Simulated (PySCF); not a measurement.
Computed IR spectrum (relative IR intensity) of a molecule C4H7FO. Geometry: PBE-D3(BJ)/def2-SVP. Other conformers were not sampled. All values below come from PBE-D3(BJ)/def2-SVP (PySCF 2.14.0). No scaling factor is applied to the harmonic values.

ν (cm⁻¹): 120 (vw), 239 (vw), 481 (w), 713 (w), 839 (vw), 875 (m), 952 (w), 984 (w), 1000 (m), 1041 (m), 1075 (s), 1171 (w), 1229 (vs), 1315 (s), 1357 (vw), 1402 (w), 1432 (w), 1465 (vs), 2936 (m), 3020 (m), 3067 (vw), 3087 (w) (against the strongest line: vs over 80 %, s over 45 %, m over 15 %, w over 4 %, vw less)

**Question.** Pick the molecule that these values belong to.
(A) F[C@H]1CCOC1
(B) C=C(F)COC
(C) COC1(F)CC1
(D) O[C@H]1CC[C@@H]1F

**Answer.** C, COC1(F)CC1
